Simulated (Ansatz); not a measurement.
Cost and result up the ladder for the cluster Ga8Sb8 (16 atoms). The state is a singlet with charge 0. Geometry: PBE-D4/def2-SVP.

```csv
atom,x (Å),y (Å),z (Å)
Ga1,-0.3501,-1.3200,-3.3616
Ga2,0.7341,-2.8437,-1.2618
Ga3,0.7861,2.2540,0.8415
Ga4,3.3943,1.4288,0.2579
Ga5,-1.0089,-0.0504,1.2666
Ga6,1.3581,-0.5416,0.3689
Ga7,-3.8087,0.7420,0.2719
Ga8,0.1084,0.9429,-1.5028
Sb9,0.0819,-1.2912,3.4059
Sb10,-2.1534,-1.5642,-0.7149
Sb11,-1.4802,3.1362,-0.9377
Sb12,2.8331,-0.5833,2.6379
Sb13,-1.8699,2.4640,1.7921
Sb14,2.3232,-0.4070,-2.1522
Sb15,-2.4900,0.6613,-2.4947
Sb16,1.5422,-3.0278,1.5830
```

Ansatz on 2 threads of AMD EPYC 7R13 on a shared host and a share (18 GiB) of an NVIDIA H100 80GB HBM3. Times are rough, and most runs start from the orbitals of an earlier one. No level here is sound enough to serve as a yardstick. Binding counts from free atoms at the same level (Ga doublet, Sb quartet; other spins of the atoms weren't run), without zero-point energy or a counterpoise term.

In the def2 sets Sb takes a core potential; there is no spin–orbit coupling. Correlated methods freeze 104 core orbitals; core or outer-core shells of Ga, Sb are correlated, in sets that lack core-valence functions. The rows differ in basis, and correlated rows in double-zeta sets carry the largest basis error. Single mean-field runs in def2-SVP, def2-TZVP are fitted with def2-universal-jkfit. The structure comes from a short search, and lower isomers may exist.

Correlated methods converge slowly with the basis, most of all in double-zeta sets.

```json
{"level": "PBE0-D4/def2-TZVP", "functions": "784", "binding energy per atom (eV)": "2.48"}
{"level": "PBE0-D4/def2-SVP", "functions": "464", "binding energy per atom (eV)": "2.45"}
{"level": "PBE-D4/def2-TZVP", "functions": "784", "binding energy per atom (eV)": "2.62"}
{"level": "RPA@PBE/def2-SVP", "functions": "464", "binding energy per atom (eV)": "1.95"}
{"level": "BHLYP-D4/def2-SVP", "functions": "464", "binding energy per atom (eV)": "2.23"}
{"level": "MP2/def2-SVP", "functions": "464", "binding energy per atom (eV)": "2.26"}
{"level": "PBE-D4/def2-SVP (with forces)", "functions": "464", "binding energy per atom (eV)": "2.60"}
{"level": "r2SCAN-D4/def2-SVP", "functions": "464", "binding energy per atom (eV)": "2.38"}
```

Estimate how long each takes.

r2SCAN-D4/def2-SVP 22 s; BHLYP-D4/def2-SVP 23 s; PBE-D4/def2-SVP (with forces) 24 s; PBE0-D4/def2-SVP 25 s; PBE-D4/def2-TZVP 27 s; PBE0-D4/def2-TZVP 29 s; RPA@PBE/def2-SVP 30 s; MP2/def2-SVP 30 s. On shared hardware such times vary by a factor of up to 3.
